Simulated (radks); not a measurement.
Q: Coherent X-ray form factor from a spherical all-electron density. All-electron calculation, Dirac Kohn-Sham, LDA (Slater exchange, VWN5 correlation), spin-unpolarised, spherical densities, finite nucleus; Fermi nuclear charge, rms radius of each element as measured or else 0.836 A^(1/3) + 0.57 fm. Program: a radial shooting solver on a logarithmic mesh with Libxc functionals.

sin(theta)/lambda (1/angstrom),f0 (electrons)
0.05,27.383
0.1,25.848
0.15,23.962
0.2,22.068
0.25,20.269
0.3,18.575
0.4,15.515
0.5,12.956
0.6,10.942
0.8,8.338
1,6.959
1.25,5.938
1.5,5.120
2,3.640

The species is in the configuration that NIST lists as its ground one. Which atom or ion scatters so?

A: Neutral nickel, [Ar] 3d8 4s2. Extrapolating in s^2 from the first two rows gives f0(0) = 27.9, near the electron count 28; among species with that count, the fall with angle is slower the higher Z, and the table is that of Z = 28; from so few rows the species is fixed only to a neighbour or two.
